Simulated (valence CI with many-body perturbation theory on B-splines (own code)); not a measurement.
# E1 transitions of N I

Calculated by valence CI with perturbative core correlation (CI+MBPT): five valence electrons over a frozen Dirac-Fock core [He], a basis of 9 s, 9 p, 8 d, 6 f, 3 g, 1 h functions for each j, with the one-electron correlation potential Σ1, the two-electron term Σ2, the three-electron term Σ3, Breit, model QED; selected CI, second order for the rest, scaled by the run's own slope (own B-spline code, finite nucleus).

Set against measurement, 40 paired levels are off by 83 cm⁻¹ on average, the worst by 191. These come from a selection out of the NIST Handbook of Basic Atomic Spectroscopic Data. Levels without a partner in it may be off by more. Among the levels kept, up to 2300 cm⁻¹ of a level comes from second order outside the variational space, and about a tenth of that is noise between levels of different J, which matters for small intervals.

Lines 101 to 150 of 272 in falling wavelength, among levels below 109397 cm⁻¹, chosen from the strongest by gf and those to the six lowest levels. Wavelengths and rates use the calculated energies, so an error of 80 cm⁻¹ moves a line at 1128 nm by 0.9 % and its rate by three times that or more. Electric multipoles are in the length gauge, E1 and E2 with the static RPA response of the core. Weak lines are less certain than strong ones. Lines between different terms over intervals too small for the method are left out, as are lines whose strength nearly cancels. Where a level lies close to another of its J and parity, the split of strength between their lines is uncertain.

Names give the largest LS component (configuration and term), which can be under half, so a name can repeat, a term be missing and a line seem to break the LS rules; names also repeat where a configuration has a term twice.

| λ vac (nm) | λ from measured levels | Upper | Lower | A (s⁻¹) | S (a.u.) |
| --- | --- | --- | --- | --- | --- |
| 1128 | 1127 | 2s²2p²4s ⁴P_3/2 | 2s²2p²3p ⁴D°_3/2 | 3.91e+06 | 1.11e+01 |
| 1127 | 1129 | 2s²2p²4s ⁴P_5/2 | 2s²2p²3p ⁴D°_7/2 | 1.04e+07 | 4.40e+01 |
| 1123 | 1123 | 2s²2p²4s ⁴P_5/2 | 2s²2p²3p ⁴D°_5/2 | 1.95e+06 | 8.16e+00 |
| 1074 | 1078 | 2s²2p²3d ²F_5/2 | 2s²2p²3p ⁴P°_5/2 | 1.27e+06 | 4.65e+00 |
| 1073 |  | 2s²2p²3d ⁴P_5/2 | 2s²2p²3p ⁴P°_5/2 | 3.01e+06 | 1.10e+01 |
| 1070 | 1073 | 2s²2p²3d ²F_5/2 | 2s²2p²3p ⁴P°_3/2 | 3.50e+06 | 1.27e+01 |
| 1068 |  | 2s²2p²3d ⁴P_5/2 | 2s²2p²3p ⁴P°_3/2 | 5.03e+06 | 1.82e+01 |
| 1067 |  | 2s²2p²3d ⁴P_3/2 | 2s²2p²3p ⁴P°_5/2 | 3.82e+06 | 9.17e+00 |
| 1064 |  | 2s²2p²3d ⁴P_1/2 | 2s²2p²3p ⁴P°_3/2 | 6.77e+06 | 8.06e+00 |
| 1061 |  | 2s²2p²3d ⁴P_1/2 | 2s²2p²3p ⁴P°_1/2 | 5.27e+06 | 6.22e+00 |
| 1060 |  | 2s²2p²3d ⁴P_3/2 | 2s²2p²3p ⁴P°_1/2 | 9.11e+06 | 2.14e+01 |
| 1055 |  | 2s²2p²3d ⁴D_7/2 | 2s²2p²3p ⁴P°_5/2 | 2.43e+07 | 1.13e+02 |
| 1053 |  | 2s²2p²3d ⁴D_1/2 | 2s²2p²3p ⁴P°_3/2 | 7.27e+06 | 8.38e+00 |
| 1052 |  | 2s²2p²3d ⁴D_3/2 | 2s²2p²3p ⁴P°_5/2 | 3.32e+06 | 7.62e+00 |
| 1052 |  | 2s²2p²3d ⁴D_5/2 | 2s²2p²3p ⁴P°_5/2 | 1.21e+07 | 4.19e+01 |
| 1050 |  | 2s²2p²3d ⁴D_1/2 | 2s²2p²3p ⁴P°_1/2 | 1.83e+07 | 2.09e+01 |
| 1048 |  | 2s²2p²3d ⁴D_3/2 | 2s²2p²3p ⁴P°_3/2 | 1.54e+07 | 3.51e+01 |
| 1048 |  | 2s²2p²3d ⁴D_5/2 | 2s²2p²3p ⁴P°_3/2 | 1.25e+07 | 4.26e+01 |
| 1045 |  | 2s²2p²3d ⁴D_3/2 | 2s²2p²3p ⁴P°_1/2 | 6.23e+06 | 1.40e+01 |
| 1016 | 1017 | 2s²2p²3d ⁴F_7/2 | 2s²2p²3p ⁴D°_7/2 | 3.48e+06 | 1.44e+01 |
| 1013 | 1012 | 2s²2p²3d ⁴F_7/2 | 2s²2p²3p ⁴D°_5/2 | 3.18e+07 | 1.31e+02 |
| 1012 | 1015 | 2s²2p²3d ⁴F_5/2 | 2s²2p²3p ⁴D°_5/2 | 6.73e+06 | 2.07e+01 |
| 1012 | 1012 | 2s²2p²3d ⁴F_9/2 | 2s²2p²3p ⁴D°_7/2 | 3.67e+07 | 1.87e+02 |
| 1010 | 1013 | 2s²2p²3d ⁴F_3/2 | 2s²2p²3p ⁴D°_3/2 | 9.26e+06 | 1.88e+01 |
| 1009 | 1011 | 2s²2p²3d ⁴F_5/2 | 2s²2p²3p ⁴D°_3/2 | 2.83e+07 | 8.60e+01 |
| 1006 | 1011 | 2s²2p²3d ⁴F_3/2 | 2s²2p²3p ⁴D°_1/2 | 2.66e+07 | 5.34e+01 |
| 999.9 | 1002 | 2s²2p²3d ²F_5/2 | 2s²2p²3p ⁴D°_5/2 | 1.86e+06 | 5.51e+00 |
| 996.5 | 995.0 | 2s²2p²3d ²F_7/2 | 2s²2p²3p ⁴D°_5/2 | 7.30e+05 | 2.85e+00 |
| 990.9 |  | 2s²2p²3d ⁴P_3/2 | 2s²2p²3p ⁴D°_3/2 | 1.82e+06 | 3.50e+00 |
| 987.4 |  | 2s²2p²3d ⁴D_7/2 | 2s²2p²3p ⁴D°_7/2 | 9.48e+06 | 3.60e+01 |
| 984.2 |  | 2s²2p²3d ⁴D_5/2 | 2s²2p²3p ⁴D°_7/2 | 2.75e+06 | 7.76e+00 |
| 982.3 |  | 2s²2p²3d ⁴D_1/2 | 2s²2p²3p ⁴D°_3/2 | 4.89e+06 | 4.57e+00 |
| 981.2 |  | 2s²2p²3d ⁴D_3/2 | 2s²2p²3p ⁴D°_5/2 | 4.09e+06 | 7.62e+00 |
| 980.9 |  | 2s²2p²3d ⁴D_5/2 | 2s²2p²3p ⁴D°_5/2 | 5.20e+06 | 1.45e+01 |
| 979.0 |  | 2s²2p²3d ⁴D_1/2 | 2s²2p²3p ⁴D°_1/2 | 3.45e+06 | 3.19e+00 |
| 977.7 |  | 2s²2p²3d ⁴D_3/2 | 2s²2p²3p ⁴D°_3/2 | 3.10e+06 | 5.71e+00 |
| 977.4 |  | 2s²2p²3d ⁴D_5/2 | 2s²2p²3p ⁴D°_3/2 | 1.02e+06 | 2.81e+00 |
| 968.3 | 971.1 | 2s²2p²3p ²S°_1/2 | 2s²2p²3s ⁴P_1/2 | 3.25e+03 | 2.91e-03 |
| 943.9 | 946.3 | 2s²2p²3p ²D°_3/2 | 2s²2p²3s ²P_3/2 | 3.87e+06 | 6.42e+00 |
| 937.1 | 939.5 | 2s²2p²3p ²D°_5/2 | 2s²2p²3s ²P_3/2 | 2.59e+07 | 6.32e+01 |
| 936.0 | 938.9 | 2s²2p²3p ²D°_3/2 | 2s²2p²3s ²P_1/2 | 2.20e+07 | 3.57e+01 |
| 904.1 | 906.3 | 2s²2p²3d ²P_3/2 | 2s²2p²3p ²S°_1/2 | 2.69e+07 | 3.92e+01 |
| 903.6 | 903.1 | 2s²2p²3d ²P_1/2 | 2s²2p²3p ²S°_1/2 | 2.65e+07 | 1.93e+01 |
| 872.7 | 873.1 | 2s²2p²3p ⁴D°_1/2 | 2s²2p²3s ⁴P_3/2 | 3.60e+06 | 2.36e+00 |
| 870.8 | 872.1 | 2s²2p²3p ⁴D°_5/2 | 2s²2p²3s ⁴P_5/2 | 6.24e+06 | 1.22e+01 |
| 870.1 | 871.4 | 2s²2p²3p ⁴D°_3/2 | 2s²2p²3s ⁴P_3/2 | 1.24e+07 | 1.62e+01 |
| 869.3 | 870.6 | 2s²2p²3p ⁴D°_1/2 | 2s²2p²3s ⁴P_1/2 | 2.08e+07 | 1.35e+01 |
| 868.3 | 868.3 | 2s²2p²3p ⁴D°_7/2 | 2s²2p²3s ⁴P_5/2 | 2.43e+07 | 6.29e+01 |
| 867.3 | 868.6 | 2s²2p²3p ⁴D°_5/2 | 2s²2p²3s ⁴P_3/2 | 1.82e+07 | 3.52e+01 |
| 866.8 | 868.9 | 2s²2p²3p ⁴D°_3/2 | 2s²2p²3s ⁴P_1/2 | 1.11e+07 | 1.43e+01 |
